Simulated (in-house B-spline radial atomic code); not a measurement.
Results of a calculation; reference values are marked as such.
Weak and strong correlation along the adiabatic connection

Two-electron singlets in several external potentials (atomic units), by full CI in B-splines with partial waves to l = 8 (correlation energies up to 0.6 % small). The repulsion is scaled by λ at fixed density; W(λ) is the mean repulsion less the Hartree energy, W(0) = E_x, and the area under W from 0 to 1 is E_xc.

Relative drop (W(λ) − E_x)/E_x:

| system | λ = 0.12 | λ = 0.25 | λ = 0.4 | λ = 0.6 | λ = 0.8 | λ = 1 |
| --- | --- | --- | --- | --- | --- | --- |
| ω²r²/2 − Z/r, ω = 0.927, Z = -0.5 | 0.0186 | 0.0370 | 0.0562 | 0.0789 | 0.0987 | 0.1161 |
| −Z/r, Z = 19 | 0.0010 | 0.0020 | 0.0032 | 0.0047 | 0.0063 | 0.0078 |
| −V exp(−r²/w²), V = 6.69, w = 7.55 | 0.0231 | 0.0454 | 0.0681 | 0.0940 | 0.1159 | 0.1346 |
| ω²r²/2 − Z/r, ω = 1.06, Z = 2 | 0.0084 | 0.0170 | 0.0265 | 0.0385 | 0.0498 | 0.0603 |
| ω²r²/2 − Z/r, ω = 0.104, Z = 0.7 | 0.0298 | 0.0574 | 0.0845 | 0.1145 | 0.1392 | 0.1598 |
| empty sphere, radius 0.563 bohr | 0.0042 | 0.0086 | 0.0137 | 0.0202 | 0.0265 | 0.0326 |
| −V exp(−r²/w²), V = 5.75, w = 1.72 | 0.0122 | 0.0246 | 0.0379 | 0.0543 | 0.0693 | 0.0829 |

Task: Order the systems by how far second-order (GL2) theory, half the initial slope (estimated from the first points of each curve), overshoots the correlation energy, least first.
A. ω²r²/2 − Z/r, ω = 0.104, Z = 0.7
B. ω²r²/2 − Z/r, ω = 0.927, Z = -0.5
C. −Z/r, Z = 19
D. −V exp(−r²/w²), V = 6.69, w = 7.55
E. ω²r²/2 − Z/r, ω = 1.06, Z = 2
F. empty sphere, radius 0.563 bohr
G. −V exp(−r²/w²), V = 5.75, w = 1.72

Result: C (GL2/E_c = 1.01), F (GL2/E_c = 1.05), E (GL2/E_c = 1.12), G (GL2/E_c = 1.17), B (GL2/E_c = 1.25), D (GL2/E_c = 1.33), A (GL2/E_c = 1.43).

Task: What else changes along this order?

Result: The ratio follows the bend of the curve. With it the leading natural occupation goes from 2.000 to 1.921 and −T_c/E_c from 0.99 to 0.71 between the first and the last.
